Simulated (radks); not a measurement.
The numbers below are computed, except where a source is named.
Initial-state core-level shifts of neutral niobium when its valence configuration changes from [Kr] 4d4 5s1. Level of theory: scalar-relativistic Kohn-Sham, LDA (Slater exchange, Perdew-Wang correlation), spin-polarised, spherical densities, point nucleus; open shells are filled with parallel spins first (spin-orbit coupling, left out, can overturn this in heavy ions) (a radial shooting solver on a logarithmic mesh with Libxc functionals). Shifts are changes of the shell-averaged eigenvalues in eV (positive: less bound).

[
 {"valence": "4d4 5p1", "1s": "-1.232", "2s": "-1.192", "2p": "-1.193", "4p": "-1.240"},
 {"valence": "4d4 5s0.5 5p0.5", "1s": "-0.631", "2s": "-0.610", "2p": "-0.611", "4p": "-0.635"},
 {"valence": "4d2 5s1 5p2", "1s": "-8.178", "2s": "-8.606", "2p": "-8.567", "4p": "-7.595"},
 {"valence": "4d3 5s1.5 5p0.5", "1s": "-3.351", "2s": "-3.525", "2p": "-3.510", "4p": "-3.172"},
 {"valence": "4d3.5 5s1 5p0.5", "1s": "-1.848", "2s": "-1.926", "2p": "-1.918", "4p": "-1.778"},
 {"valence": "4d3 5s1 5p1", "1s": "-3.836", "2s": "-4.011", "2p": "-3.994", "4p": "-3.648"},
 {"valence": "4d1 5s1 5p3", "1s": "-12.938", "2s": "-13.693", "2p": "-13.625", "4p": "-11.725"},
 {"valence": "4d3 5s2", "1s": "-2.758", "2s": "-2.934", "2p": "-2.920", "4p": "-2.594"},
 {"valence": "4d3.5 5p1.5", "1s": "-3.056", "2s": "-3.102", "2p": "-3.094", "4p": "-2.981"}
]
